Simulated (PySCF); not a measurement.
CH7F2NSi2, SMILES C([SiH2]F)[Si@H](N)F. Atoms are numbered in the order given.

```xyz
13

N      1.4703    -0.3480    -0.8925
Si     1.1349     0.4180     0.5959
F      1.7359    -0.3740     1.8938
C     -0.7210     0.4973     0.8259
Si    -1.7138     0.3030    -0.7352
F     -1.3310    -1.1489    -1.3922
H      0.8942    -1.1159    -1.2226
H      2.3960    -0.3555    -1.3031
H      1.7992     1.7474     0.6145
H     -0.9849     1.4575     1.3025
H     -1.0196    -0.2942     1.5352
H     -3.1780     0.2655    -0.4579
H     -1.4134     1.3587    -1.7403
```

Coordinates come from a PBE0-D3(BJ)/def2-SVP optimisation. The structure was generated by enumeration; whether it is a known compound was not checked. One conformer was computed; it need not be the lowest.

All values below come from PBE0/def2-TZVP (PySCF).

The molecule is in vacuum.

Computed frontier levels, gap, dipole moment and polarisability:
```
Property                                                                                                          Value
---------------------------------------------------------------------------------------------  ------------------------
highest occupied level                                                                                         -8.00 eV
lowest empty level                                                                                              0.21 eV
orbital gap                                                                                                     8.21 eV
dipole moment                                                                                                 0.269 e·Å
quadrupole, principal values (traceless, Buckingham form, about the centre of nuclear charge)  -11.07, -0.11, 11.18 D·Å
mean static polarisability                                                                         66.4 bohr³ (9.84 Å³)
polarisability, principal values                                                                 58.4, 64.6, 76.1 bohr³
```
